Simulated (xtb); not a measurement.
xtb input for Al(H)(F)(OMe) (CH4AlFO), SMILES [AlH]([O]C)[F], GFN2-xTB. 

```
$ xtb mol.xyz --gfn 2 --sp --chrg 0 --uhf 0 --json
$ cat mol.xyz
8

Al    -0.48283335     0.54268955     0.44186456
H     -1.91580508     0.59305578     0.85760179
F      0.48717407     1.79270787     0.90608535
O      0.02145816    -0.74501962    -0.44027430
C      0.37340451    -1.88010563    -1.18272920
H      0.09036761    -1.74051715    -2.22799315
H      1.45094492    -2.04567350    -1.12344580
H     -0.14533284    -2.75540933    -0.78660073
```

Program output:

```
[banner left out]
          |                Calculation Setup                |
           -------------------------------------------------



           -------------------------------------------------
          |                 G F N 2 - x T B                 |
           -------------------------------------------------

        Reference                      10.1021/acs.jctc.8b01176
      * Hamiltonian:
        H0-scaling (s, p, d)           1.850000    2.230000    2.230000
        zeta-weighting                 0.500000
      * Dispersion:
        s8                             2.700000
        a1                             0.520000
        a2                             5.000000
        s9                             5.000000
      * Repulsion:
        kExp                           1.500000    1.000000
        rExp                           1.000000
      * Coulomb:
        alpha                          2.000000
        third order                    shell-resolved
        anisotropic                    true
        a3                             3.000000
        a5                             4.000000
        cn-shift                       1.200000
        cn-exp                         4.000000
        max-rad                        5.000000


          ...................................................
          :                      SETUP                      :
          :.................................................:
          :  # basis functions                  26          :
          :  # atomic orbitals                  25          :
          :  # shells                           13          :
          :  # electrons                        24          :
          :  max. iterations                   250          :
          :  Hamiltonian                  GFN2-xTB          :
          :  restarted?                      false          :
          :  GBSA solvation                  false          :
          :  PC potential                    false          :
          :  electronic temp.          300.0000000     K    :
          :  accuracy                    1.0000000          :
          :  -> integral cutoff          0.2500000E+02      :
          :  -> integral neglect         0.1000000E-07      :
          :  -> SCF convergence          0.1000000E-05 Eh   :
          :  -> wf. convergence          0.1000000E-03 e    :
          :  Broyden damping             0.4000000          :
          :  net charge                          0          :
          :  unpaired electrons                  0          :
          ...................................................

 iter      E             dE          RMSdq      gap      omega  full diag
   1    -14.2284893 -0.142285E+02  0.173E+01    5.47       0.0  T
   2    -14.2858112 -0.573219E-01  0.992E+00    5.42       1.0  T
   3    -14.2850573  0.753839E-03  0.168E+00    4.82       1.0  T
   4    -14.2955811 -0.105237E-01  0.108E+00    5.29       1.0  T
   5    -14.2957650 -0.183979E-03  0.476E-01    5.25       1.0  T
   6    -14.2958111 -0.460738E-04  0.124E-01    5.21       1.0  T
   7    -14.2958237 -0.125791E-04  0.687E-02    5.24       1.0  T
   8    -14.2958258 -0.212524E-05  0.361E-02    5.24       1.0  T
   9    -14.2958278 -0.195505E-05  0.692E-03    5.24       5.1  T
  10    -14.2958278  0.176424E-08  0.362E-03    5.24       9.8  T
  11    -14.2958278 -0.120864E-07  0.928E-04    5.24      38.1  T
  12    -14.2958278 -0.797323E-09  0.215E-04    5.24     164.7  T

   *** convergence criteria satisfied after 12 iterations ***

         #    Occupation            Energy/Eh            Energy/eV
      -------------------------------------------------------------
         1        2.0000           -0.7990988             -21.7446
       ...           ...                  ...                  ...
         6        2.0000           -0.5391531             -14.6711
         7        2.0000           -0.5068832             -13.7930
         8        2.0000           -0.5001285             -13.6092
         9        2.0000           -0.4997613             -13.5992
        10        2.0000           -0.4481204             -12.1940
        11        2.0000           -0.4403467             -11.9824
        12        2.0000           -0.4381612             -11.9230 (HOMO)
        13                         -0.2456324              -6.6840 (LUMO)
        14                         -0.1628893              -4.4324
        15                         -0.0983883              -2.6773
        16                         -0.0789999              -2.1497
        17                         -0.0300496              -0.8177
       ...                                ...                  ...
        25                          1.1287164              30.7139
      -------------------------------------------------------------
                  HL-Gap            0.1925288 Eh            5.2390 eV
             Fermi-level           -0.3418968 Eh           -9.3035 eV

 SCC (total)                   0 d,  0 h,  0 min,  0.004 sec
 SCC setup                      ...        0 min,  0.000 sec (  2.041%)
 Dispersion                     ...        0 min,  0.000 sec (  0.802%)
 classical contributions        ...        0 min,  0.000 sec (  0.359%)
 integral evaluation            ...        0 min,  0.001 sec ( 14.744%)
 iterations                     ...        0 min,  0.002 sec ( 53.112%)
 molecular gradient             ...        0 min,  0.001 sec ( 27.078%)
 printout                       ...        0 min,  0.000 sec (  1.617%)

         :::::::::::::::::::::::::::::::::::::::::::::::::::::
         ::                     SUMMARY                     ::
         :::::::::::::::::::::::::::::::::::::::::::::::::::::
         :: total energy             -14.197142210851 Eh    ::
         :: gradient norm              0.000208679074 Eh/a0 ::
         :: HOMO-LUMO gap              5.238974593100 eV    ::
         ::.................................................::
         :: SCC energy               -14.295826659533 Eh    ::
         :: -> isotropic ES            0.060819814369 Eh    ::
         :: -> anisotropic ES          0.005503159687 Eh    ::
         :: -> anisotropic XC         -0.003909041513 Eh    ::
         :: -> dispersion             -0.002799005288 Eh    ::
         :: repulsion energy           0.098684448683 Eh    ::
         :: add. restraining           0.000000000000 Eh    ::
         :: total charge              -0.000000000000 e     ::
         :::::::::::::::::::::::::::::::::::::::::::::::::::::

           -------------------------------------------------
          |                Property Printout                |
           -------------------------------------------------

    * Orbital Energies and Occupations

         #    Occupation            Energy/Eh            Energy/eV
      -------------------------------------------------------------
         1        2.0000           -0.7990988             -21.7446
         2        2.0000           -0.6925558             -18.8454
         3        2.0000           -0.6287229             -17.1084
         4        2.0000           -0.5551694             -15.1069
         5        2.0000           -0.5393992             -14.6778
         6        2.0000           -0.5391531             -14.6711
         7        2.0000           -0.5068832             -13.7930
         8        2.0000           -0.5001285             -13.6092
         9        2.0000           -0.4997613             -13.5992
        10        2.0000           -0.4481204             -12.1940
        11        2.0000           -0.4403467             -11.9824
Note: The following floating-point exceptions are signalling: IEEE_UNDERFLOW_FLAG IEEE_DENORMAL
normal termination of xtb
        12        2.0000           -0.4381612             -11.9230 (HOMO)
        13                         -0.2456324              -6.6840 (LUMO)
        14                         -0.1628893              -4.4324
        15                         -0.0983883              -2.6773
        16                         -0.0789999              -2.1497
        17                         -0.0300496              -0.8177
        18                          0.0137569               0.3743
        19                          0.1096081               2.9826
        20                          0.1387176               3.7747
        21                          0.2088864               5.6841
        22                          0.2156686               5.8686
        23                          0.5018069              13.6549
       ...                                ...                  ...
        25                          1.1287164              30.7139
      -------------------------------------------------------------
                  HL-Gap            0.1925288 Eh            5.2390 eV
             Fermi-level           -0.3418968 Eh           -9.3035 eV

     #   Z          covCN         q      C6AA      α(0)
     1  13 Al       2.307     0.444   106.913    22.191
     2   1 H        0.890    -0.063     4.430     3.294
     3   9 F        0.672    -0.247    11.751     4.047
     4   8 O        1.586    -0.327    19.528     5.963
     5   6 C        3.634     0.040    20.283     6.482
     6   1 H        0.924     0.050     2.323     2.383
     7   1 H        0.924     0.053     2.282     2.362
     8   1 H        0.924     0.050     2.321     2.383

 Mol. C6AA /au·bohr⁶  :        821.971858
 Mol. C8AA /au·bohr⁸  :      31772.491989
 Mol. α(0) /au        :         49.104667


Wiberg/Mayer (AO) data.
largest (>0.10) Wiberg bond orders for each atom

 ---------------------------------------------------------------------------
     #   Z sym  total        # sym  WBO       # sym  WBO       # sym  WBO
 ---------------------------------------------------------------------------
     1  13 Al   3.605 --     4 O    1.388     3 F    1.256     2 H    0.911
     2   1 H    0.996 --     1 Al   0.911
     3   9 F    1.322 --     1 Al   1.256
     4   8 O    2.429 --     1 Al   1.388     5 C    0.963
     5   6 C    3.942 --     8 H    0.981     7 H    0.980     6 H    0.980
                             4 O    0.963
     6   1 H    0.998 --     5 C    0.980
     7   1 H    0.997 --     5 C    0.980
     8   1 H    0.998 --     5 C    0.981
 ---------------------------------------------------------------------------

Topologies differ in total number of bonds
Writing topology from bond orders to xtbtopo.mol

molecular dipole:
                 x           y           z       tot (Debye)
 q only:       -0.250      -0.762      -0.367
   full:       -0.252      -0.791      -0.386       2.327
molecular quadrupole (traceless):
                xx          xy          yy          xz          yz          zz
 q only:       -0.598      -2.298      -0.100      -1.104       0.419       0.698
  q+dip:        0.572      -2.132      -1.075      -1.287      -0.258       0.504
   full:       -2.019      -3.133      -0.845      -0.189      -1.982       2.864


           -------------------------------------------------
          | TOTAL ENERGY              -14.197142210851 Eh   |
          | GRADIENT NORM               0.000208679074 Eh/α |
          | HOMO-LUMO GAP               5.238974593100 eV   |
           -------------------------------------------------

------------------------------------------------------------------------
------------------------------------------------------------------------
 total:
 SCF:
```

Self-consistency was reached.

Cost: very roughly 0.020 core-seconds.
